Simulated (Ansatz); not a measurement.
This triplet is an excited state, 0.52 eV above the relaxed singlet at the level frozen-core CCSD(T)/aug-cc-pVTZ // PBE-D3(BJ)/def2-SVPD (Ansatz, a quantum-chemistry and plane-wave program).

Cartesian coordinates (Å):
```xyz
3

B     -0.2902     0.4760     0.0000
Cl     1.4894    -0.1312     0.0000
H     -1.1992    -0.3448     0.0000
```
Charge -1, spin multiplicity 3.

Calculation: frozen-core CCSD(T)/aug-cc-pVTZ // PBE-D3(BJ)/def2-SVPD (Ansatz).

| Quantity | Value |
|---|---|
| HF energy | -484.74696 Ha |
| MP2 correlation energy | -0.28407 Ha |

### Question
Estimate the CCSD correlation energy, the (T) correction, the total energy and the T1 diagnostic.

### Answer

```json
{
  "CCSD correlation energy": "-0.31070 Ha",
  "(T) correction": "-0.01380 Ha",
  "CCSD(T) total energy": "-485.07146 Ha",
  "T1 diagnostic": "0.017"
}
```
